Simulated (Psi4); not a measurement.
acetic acid (C2H4O2), singlet, geometry from GFN2-xTB; MP2/6-31G run with Psi4.

Psi4 was given this input:
```
memory 2 GB

molecule mol {
0 1
C    -0.003156    0.154997    0.002117
O     0.170393    1.342425    0.016910
O    -1.227534   -0.392074    0.003551
H    -1.907442    0.299436    0.017794
C     1.070407   -0.894122   -0.019796
H     2.047702   -0.422619   -0.020470
H     0.963023   -1.534326    0.852362
H     0.950339   -1.510550   -0.907294
}

set {
  basis 6-31g
  reference rhf
  freeze_core true
}

energy('mp2')
print_variables()
```

Problem. Predict the main parts of the log of this Psi4 run.

Solution. 
```
    SCF Algorithm Type (re)set to DF.

   => Loading Basis Set <=

    Name: 6-31G
    Role: ORBITAL
    Keyword: BASIS

         ---------------------------------------------------------
                                   SCF
               by Justin Turney, Rob Parrish, Andy Simmonett
                          and Daniel G. A. Smith
                              RHF Reference
         ---------------------------------------------------------

  ==> Geometry <==

    Molecular point group: c1
    Full point group: C1

    Geometry (in Angstrom), charge = 0, multiplicity = 1:

       Center              X                  Y                   Z               Mass
    ------------   -----------------  -----------------  -----------------  -----------------
         C            0.030701683101     0.102708181498     0.001166248753    12.000000000000
         O            0.204250683101     1.290136181498     0.015959248753    15.994914619570
         O           -1.193676316899    -0.444362818502     0.002600248753    15.994914619570
         H           -1.873584316899     0.247147181498     0.016843248753     1.007825032230
         C            1.104264683101    -0.946410818502    -0.020746751247    12.000000000000
         H            2.081559683101    -0.474907818502    -0.021420751247     1.007825032230
         H            0.996880683101    -1.586614818502     0.851411248753     1.007825032230
         H            0.984196683101    -1.562838818502    -0.908244751247     1.007825032230

  Running in c1 symmetry.

  Rotational constants: A =      0.38314  B =      0.31769  C =      0.17945 [cm^-1]
  Rotational constants: A =  11486.36675  B =   9524.24704  C =   5379.85398 [MHz]
  Nuclear repulsion =  121.652876850341485

  Charge       = 0
  Multiplicity = 1
  Electrons    = 32
  Nalpha       = 16
  Nbeta        = 16

  ==> Algorithm <==

  SCF Algorithm Type is DF.
  DIIS enabled.
  MOM disabled.
  Fractional occupation disabled.
  Guess Type is SAD.
  Energy threshold   = 1.00e-08
  Density threshold  = 1.00e-08
  Integral threshold = 1.00e-12

  ==> Primary Basis <==

  Basis Set: 6-31G
    Blend: 6-31G
    Number of shells: 28
    Number of basis functions: 44
    Number of Cartesian functions: 44
    Spherical Harmonics?: false
    Max angular momentum: 1

   => Loading Basis Set <=

    Name: (6-31G AUX)
    Role: JKFIT
    Keyword: DF_BASIS_SCF

  ==> Integral Setup <==

  SCF_SUBTYPE=INCORE selected. In-core MEM_DF algorithm will be used.
  Using in-core AOs.

  ==> MemDFJK: Density-Fitted J/K Matrices <==

    J tasked:                   Yes
    K tasked:                   Yes
    wK tasked:                   No
    Algorithm:                 Core
    Schwarz Cutoff:           1E-12
    Mask sparsity (%):       0.3099
    Fitting Condition:        1E-10

   => Auxiliary Basis Set <=

  Basis Set: (6-31G AUX)
    Blend: CC-PVDZ-JKFIT
    Number of shells: 132
    Number of basis functions: 424
    Number of Cartesian functions: 424
    Spherical Harmonics?: false
    Max angular momentum: 3

  Minimum eigenvalue in the overlap matrix is 7.5236008251E-03.
  Reciprocal condition number of the overlap matrix is 1.5982349803E-03.
    Using symmetric orthogonalization.

  ==> Pre-Iterations <==

  SCF Guess: Superposition of Atomic Densities via on-the-fly atomic UHF (no occupation information).

   -------------------------
    Irrep   Nso     Nmo
   -------------------------
     A         44      44
   -------------------------
    Total      44      44
   -------------------------

  ==> Iterations <==

                           Total Energy        Delta E     RMS |[F,P]|

   @DF-RHF iter SAD:  -226.97793897261590   -2.26978e+02   0.00000e+00
   @DF-RHF iter   1:  -227.55236356943678   -5.74425e-01   1.24445e-02 DIIS/ADIIS
   @DF-RHF iter   2:  -227.64966313645510   -9.72996e-02   8.27508e-03 DIIS/ADIIS
   @DF-RHF iter   3:  -227.69721683000617   -4.75537e-02   1.38414e-03 DIIS/ADIIS
   @DF-RHF iter   4:  -227.69926136102583   -2.04453e-03   5.62638e-04 DIIS/ADIIS
   @DF-RHF iter   5:  -227.69963742997973   -3.76069e-04   1.34607e-04 DIIS/ADIIS
   @DF-RHF iter   6:  -227.69968357334687   -4.61434e-05   6.66081e-05 DIIS
   @DF-RHF iter   7:  -227.69969468380961   -1.11105e-05   2.13539e-05 DIIS
   @DF-RHF iter   8:  -227.69969604746132   -1.36365e-06   4.43441e-06 DIIS
   @DF-RHF iter   9:  -227.69969609727826   -4.98169e-08   8.84849e-07 DIIS
   @DF-RHF iter  10:  -227.69969609876173   -1.48347e-09   2.54203e-07 DIIS
   @DF-RHF iter  11:  -227.69969609889151   -1.29774e-10   4.71399e-08 DIIS
   @DF-RHF iter  12:  -227.69969609889779   -6.28120e-12   1.00786e-08 DIIS
   @DF-RHF iter  13:  -227.69969609889799   -1.98952e-13   1.91706e-09 DIIS
  Energy and wave function converged.

  ==> Post-Iterations <==

    Orbital Energies [Eh]
    ---------------------

    Doubly Occupied:

       1A    -20.621301     2A    -20.570386     3A    -11.412883
       4A    -11.249649     5A     -1.496761     6A     -1.385784
       7A     -1.038196     8A     -0.837417     9A     -0.701566
      10A     -0.688992    11A     -0.662569    12A     -0.579067
      13A     -0.572030    14A     -0.565237    15A     -0.481390
      16A     -0.455443

    Virtual:

      17A      0.169619    18A      0.213795    19A      0.252826
      20A      0.302502    21A      0.318848    22A      0.384551
      23A      0.464954    24A      0.509632    25A      0.733532
      26A      0.785979    27A      0.829913    28A      0.830143
      29A      0.838559    30A      0.964429    31A      1.012749
      32A      1.101627    33A      1.167687    34A      1.202305
      35A      1.221937    36A      1.222276    37A      1.244295
      38A      1.312638    39A      1.336281    40A      1.390181
      41A      1.438176    42A      1.669755    43A      2.023595
      44A      2.147211

    Final Occupation by Irrep:
              A
    DOCC [    16 ]
    NA   [    16 ]
    NB   [    16 ]

  @DF-RHF Final Energy:  -227.69969609889799

   => Energetics <=

    Nuclear Repulsion Energy =            121.6528768503414852
    One-Electron Energy =                -552.0678037538477838
    Two-Electron Energy =                 202.7152308046082965
    Total Energy =                       -227.6996960988979879

Computation Completed

Properties will be evaluated at   0.000000,   0.000000,   0.000000 [a0]

Properties computed using the SCF density matrix

 Multipole Moments:

 ------------------------------------------------------------------------------------
     Multipole            Electronic (a.u.)      Nuclear  (a.u.)        Total (a.u.)
 ------------------------------------------------------------------------------------

 L = 1.  Multiply by 2.5417464519 to convert [e a0] to [Debye]
 Dipole X            :         -2.1683448            2.0474159           -0.1209288
 Dipole Y            :          2.4522816           -3.1619714           -0.7096898
 Dipole Z            :          0.0487634           -0.0574818           -0.0087184
 Magnitude           :                                                    0.7199718

 ------------------------------------------------------------------------------------

  //>>>>>>>>>>>>>>>>>>>>>>>>>>>>>>>>>>>//
  //               DFMP2               //
  //<<<<<<<<<<<<<<<<<<<<<<<<<<<<<<<<<<<//

   => Loading Basis Set <=

    Name: (6-31G AUX)
    Role: RIFIT
    Keyword: DF_BASIS_MP2

	 --------------------------------------------------------
	                          DF-MP2
	      2nd-Order Density-Fitted Moller-Plesset Theory

	        Rob Parrish, Justin Turney, Andy Simmonett,
	           Ed Hohenstein, and C. David Sherrill
	 --------------------------------------------------------

   => Auxiliary Basis Set <=

  Basis Set: (6-31G AUX)
    Blend: CC-PVDZ-RI
    Number of shells: 96
    Number of basis functions: 280
    Number of Cartesian functions: 324
    Spherical Harmonics?: true
    Max angular momentum: 3

	 --------------------------------------------------------
	                 NBF =    44, NAUX =   280
	 --------------------------------------------------------
	   CLASS    FOCC     OCC    AOCC    AVIR     VIR    FVIR
	   PAIRS       4      16      12      28      28       0
	 --------------------------------------------------------

	-----------------------------------------------------------
	 ==================> DF-MP2 Energies <====================
	-----------------------------------------------------------
	 Reference Energy          =    -227.6996960988979879 [Eh]
	 Singles Energy            =      -0.0000000000000000 [Eh]
	 Same-Spin Energy          =      -0.1061893063498020 [Eh]
	 Opposite-Spin Energy      =      -0.3174143389386208 [Eh]
	 Correlation Energy        =      -0.4236036452884228 [Eh]
	 Total Energy              =    -228.1232997441863972 [Eh]
	-----------------------------------------------------------
	 ================> DF-SCS-MP2 Energies <==================
	-----------------------------------------------------------
	 SCS Same-Spin Scale       =       0.3333333333333333 [-]
	 SCS Opposite-Spin Scale   =       1.2000000000000000 [-]
	 SCS Same-Spin Energy      =      -0.0353964354499340 [Eh]
	 SCS Opposite-Spin Energy  =      -0.3808972067263449 [Eh]
	 SCS Correlation Energy    =      -0.4162936421762789 [Eh]
	 SCS Total Energy          =    -228.1159897410742587 [Eh]
	-----------------------------------------------------------

  Variable Map:
  ----------------------------------------------------------------------------
  "CURRENT CORRELATION ENERGY"           =>      -0.423603645288
  "CURRENT ENERGY"                       =>    -228.123299744186
  "CURRENT REFERENCE ENERGY"             =>    -227.699696098898
  "CUSTOM SCS-MP2 CORRELATION ENERGY"    =>      -0.416293642176
  "CUSTOM SCS-MP2 TOTAL ENERGY"          =>    -228.115989741074
  "DD SOLVATION ENERGY"                  =>       0.000000000000
  "HF KINETIC ENERGY"                    =>     227.790331313656
  "HF POTENTIAL ENERGY"                  =>    -455.490027412554
  "HF TOTAL ENERGY"                      =>    -227.699696098898
  "HF VIRIAL RATIO"                      =>       1.999602111230
  "MP2 CORRELATION ENERGY"               =>      -0.423603645288
  "MP2 DOUBLES ENERGY"                   =>      -0.423603645288
  "MP2 OPPOSITE-SPIN CORRELATION ENERGY" =>      -0.317414338939
  "MP2 SAME-SPIN CORRELATION ENERGY"     =>      -0.106189306350
  "MP2 SINGLES ENERGY"                   =>      -0.000000000000
  "MP2 TOTAL ENERGY"                     =>    -228.123299744186
  "NUCLEAR REPULSION ENERGY"             =>     121.652876850341
  "ONE-ELECTRON ENERGY"                  =>    -552.067803753848
  "PCM POLARIZATION ENERGY"              =>       0.000000000000
  "PE ENERGY"                            =>       0.000000000000
  "SCF ITERATION ENERGY"                 =>    -227.699696098898
  "SCF ITERATIONS"                       =>      13.000000000000
  "SCF TOTAL ENERGY"                     =>    -227.699696098898
  "SCS-MP2 CORRELATION ENERGY"           =>      -0.416293642176
  "SCS-MP2 TOTAL ENERGY"                 =>    -228.115989741074
  "TWO-ELECTRON ENERGY"                  =>     202.715230804608

  Array Variable Map:
  ----------------------------------------------------------------------------
  "CURRENT DIPOLE"                       =>      -0.120928836513 ... -0.008718379914 1 by 3
  "SCF DIPOLE"                           =>      -0.120928836513 ... -0.008718379914 1 by 3
  "SCF TOTAL ENERGIES"                   =>    -226.977938972616 ... -227.699696098898 1 by 14
```
